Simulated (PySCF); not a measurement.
The same groups moved round the core (propene chloro+silyl). All species are isolated molecules in the gas phase. One relaxed conformer stands for each flexible species; it need not be the lowest. Strings in code marks are SMILES.

Level of theory: TPSSh-D3(BJ)/def2-TZVP // CAM-B3LYP-D3(BJ)/def2-TZVP run with PySCF. All candidates: neutral, multiplicity 1. Excitations are Tamm–Dancoff values on a coarser integration grid. The basis has no diffuse functions, so Rydberg states are missing or too high.

| Item | Value |
|---|---|
| HOMO | -6.67 eV |
| brightest of the four lowest singlets (TDA) | 6.31 eV |
| LUMO | -0.99 eV |

**Question.** Identify which member has these values.
A. `C=C(Cl)C[SiH3]` (Cl–C–C–Si torsion 74°)
B. `C/C([SiH3])=C/Cl`
C. `C/C([SiH3])=C\Cl`
D. `[SiH3]C/C=C/Cl` (Si–C–C–C torsion 109°)

**Answer.** B, `C/C([SiH3])=C/Cl`. The others give `[SiH3]C/C=C/Cl` (Si–C–C–C torsion 109°): -6.38 eV, 6.43 eV, -0.59 eV; `C/C([SiH3])=C\Cl`: -6.75 eV, 6.61 eV, -0.85 eV; `C=C(Cl)C[SiH3]` (Cl–C–C–Si torsion 74°): -6.59 eV, 6.77 eV, -0.59 eV
